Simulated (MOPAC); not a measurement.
MOPAC input (AM1):

```
AM1 1SCF UHF MS=0.5 GEO-OK AUX(PRECISION=9) THREADS=1
H4NOSi

N     1.45944800 1    0.09912300 1   -0.17780100 1
Si   -0.23810700 1    0.11002200 1   -0.31958500 1
O    -1.19240000 1   -0.37082800 1    0.94902200 1
H     1.96220400 1    0.90231300 1    0.16409200 1
H     1.98714000 1   -0.75055600 1   -0.05542500 1
H    -0.62552000 1    1.49444700 1   -0.67170000 1
H    -0.66726800 1   -0.91375600 1   -1.31034800 1
```

Output:

```
 *******************************************************************************
 **                                                                           **
 **                              MOPAC v23.2.5                                **
 **                                                                           **
 *******************************************************************************
 ** MOPAC's Digital Object Identifier: https://doi.org/10.5281/zenodo.6511958 **
 **                                                                           **
 ** Please cite the open-source release paper for use of this MOPAC version:  **
 ** J. E. Moussa and J. J. P. Stewart (2026)                                  **
 ** MOPAC: An open-source semiempirical molecular orbital program             **
 ** J. Open Source Softw., 11(119), 8025, https://doi.org/10.21105/joss.08025 **
 *******************************************************************************

                              AM1 CALCULATION RESULTS

 *******************************************************************************
 *  AM1        - The AM1 Hamiltonian to be used
 *  GEO-OK     - OVERRIDE INTERATOMIC DISTANCE AND OTHER SAFETY CHECKS
 *  UHF        - UNRESTRICTED HARTREE-FOCK CALCULATION
 *  MS=        - IN MECI, MAGNETIC COMPONENT OF SPIN =  0.5
 *  1SCF       - DO 1 SCF AND THEN STOP
 *  AUX        - OUTPUT AUXILIARY INFORMATION
 *******************************************************************************
AM1 1SCF UHF MS=0.5 GEO-OK AUX(PRECISION=9) THREADS=1
 H4NOSi

   ATOM   CHEMICAL          X               Y               Z
  NUMBER   SYMBOL      (ANGSTROMS)     (ANGSTROMS)     (ANGSTROMS)

     1       N          1.45944800  *   0.09912300  *  -0.17780100  *
     2      Si         -0.23810700  *   0.11002200  *  -0.31958500  *
     3       O         -1.19240000  *  -0.37082800  *   0.94902200  *
     4       H          1.96220400  *   0.90231300  *   0.16409200  *
     5       H          1.98714000  *  -0.75055600  *  -0.05542500  *
     6       H         -0.62552000  *   1.49444700  *  -0.67170000  *
     7       H         -0.66726800  *  -0.91375600  *  -1.31034800  *

          CARTESIAN COORDINATES

    NO.       ATOM           X           Y           Z

     1         N          1.4594      0.0991     -0.1778
     2        Si         -0.2381      0.1100     -0.3196
     3         O         -1.1924     -0.3708      0.9490
     4         H          1.9622      0.9023      0.1641
     5         H          1.9871     -0.7506     -0.0554
     6         H         -0.6255      1.4944     -0.6717
     7         H         -0.6673     -0.9138     -1.3103

  H: (AM1): M.J.S. DEWAR ET AL, J. AM. CHEM. SOC. 107 3902-3909 (1985)
  N: (AM1): M.J.S. DEWAR ET AL, J. AM. CHEM. SOC. 107 3902-3909 (1985)
  O: (AM1): M.J.S. DEWAR ET AL, J. AM. CHEM. SOC. 107 3902-3909 (1985)
 Si: (AM1): M.J.S.DEWAR, C. JIE, ORGANOMETALLICS, 6, 1486-1490 (1987).

           Empirical Formula: H4 N O Si  =     7 atoms

      MOLECULAR POINT GROUP   :   C1

          UHF CALCULATION, NO. OF ALPHA ELECTRONS =   10
                           NO. OF BETA  ELECTRONS =    9

 -------------------------------------------------------------------------------
 AM1 1SCF UHF MS=0.5 GEO-OK AUX(PRECISION=9) THREADS=1
 H4NOSi

     1SCF WAS SPECIFIED, SO BFGS WAS NOT USED
     SCF FIELD WAS ACHIEVED

                              AM1 CALCULATION
                                                       MOPAC v23.2.5 Linux

          FINAL HEAT OF FORMATION =        -25.66242 KCAL/MOL =    -107.37156 KJ/MOL

          COSMO AREA              =         95.40 SQUARE ANGSTROMS
          COSMO VOLUME            =         81.29 CUBIC ANGSTROMS

          IONIZATION POTENTIAL    =         10.332966 EV
          ALPHA SOMO LUMO (EV)    =        -10.441  1.284
          BETA  SOMO LUMO (EV)    =        -10.333 -1.060
          NO. OF ALPHA ELECTRONS  =         10
          NO. OF BETA  ELECTRONS  =          9
          MOLECULAR WEIGHT        =         62.1232         POINT GROUP:  C1

          MOLECULAR DIMENSIONS (Angstroms)

            Atom       Atom       Distance
            H     7    H     4     3.51940
            H     5    H     6     3.33761
            H     4    O     3     2.14295

          SCF CALCULATIONS        =          1

   ATOM   CHEMICAL          X               Y               Z
  NUMBER   SYMBOL      (ANGSTROMS)     (ANGSTROMS)     (ANGSTROMS)

     1       N          1.45944800  *   0.09912300  *  -0.17780100  *
     2      Si         -0.23810700  *   0.11002200  *  -0.31958500  *
     3       O         -1.19240000  *  -0.37082800  *   0.94902200  *
     4       H          1.96220400  *   0.90231300  *   0.16409200  *
     5       H          1.98714000  *  -0.75055600  *  -0.05542500  *
     6       H         -0.62552000  *   1.49444700  *  -0.67170000  *
     7       H         -0.66726800  *  -0.91375600  *  -1.31034800  *

                             CARTESIAN COORDINATES

   1    N        1.459448000     0.099123000    -0.177801000
   2   Si       -0.238107000     0.110022000    -0.319585000
   3    O       -1.192400000    -0.370828000     0.949022000
   4    H        1.962204000     0.902313000     0.164092000
   5    H        1.987140000    -0.750556000    -0.055425000
   6    H       -0.625520000     1.494447000    -0.671700000
   7    H       -0.667268000    -0.913756000    -1.310348000

           Empirical Formula: H4 N O Si  =     7 atoms

      MOLECULAR POINT GROUP   :   C1

          ALPHA EIGENVALUES
 -35.70084 -32.32639 -17.23052 -17.09120 -15.32666 -15.06232 -14.22090 -12.16439
 -11.70085 -10.44106   1.28407   1.56019   1.85684   2.02840   5.08776   5.96451

           BETA EIGENVALUES
 -32.43274 -32.17824 -17.00384 -16.91164 -14.75963 -13.64292 -12.45585 -11.51867
 -10.33297  -1.05967   1.52598   1.81818   2.17747   2.40383   5.06842   5.96023

              NET ATOMIC CHARGES AND DIPOLE CONTRIBUTIONS

  ATOM NO.   TYPE          CHARGE      No. of ELECS.   s-Pop       p-Pop
    1          N          -0.729157        5.7292     1.52465     4.20451
    2         Si           1.224149        2.7759     0.79006     1.98579
    3          O          -0.442348        6.4423     1.93509     4.50726
    4          H           0.187254        0.8127     0.81275
    5          H           0.186788        0.8132     0.81321
    6          H          -0.225409        1.2254     1.22541
    7          H          -0.201277        1.2013     1.20128
 DIPOLE           X         Y         Z       TOTAL
 POINT-CHG.     0.892     0.491    -1.181     1.559
 HYBRID         0.851    -0.048     0.533     1.005
 SUM            1.743     0.443    -0.648     1.911

          ATOMIC ORBITAL ELECTRON POPULATIONS

     Atom    s        px        py        pz
    1  N   1.52465   1.25234   1.13245   1.81972
    2 Si   0.79006   0.56462   0.76824   0.65294
    3  O   1.93509   1.77659   1.20075   1.52992
    4  H   0.81275
    5  H   0.81321
    6  H   1.22541
    7  H   1.20128

                    (SZ)    =    0.500000
                    (S**2)  =    0.764874

          ATOMIC ORBITAL SPIN POPULATIONS

    Atom   Total    s     px     py     pz
         Atomic
    1  N -0.0114 -0.002 -0.000 -0.000 -0.009
    2 Si -0.1692 -0.035 -0.013 -0.070 -0.051
    3  O  0.9602  0.008  0.021  0.720  0.212
    4  H -0.0018 -0.002
    5  H -0.0012 -0.001
    6  H  0.0748  0.075
    7  H  0.1486  0.149

 **********************
 *                    *
 * JOB ENDED NORMALLY *
 *                    *
 **********************

 == MOPAC DONE ==
```

The geometry given is a B3LYP-D3(BJ)/def2-TZVP minimum.
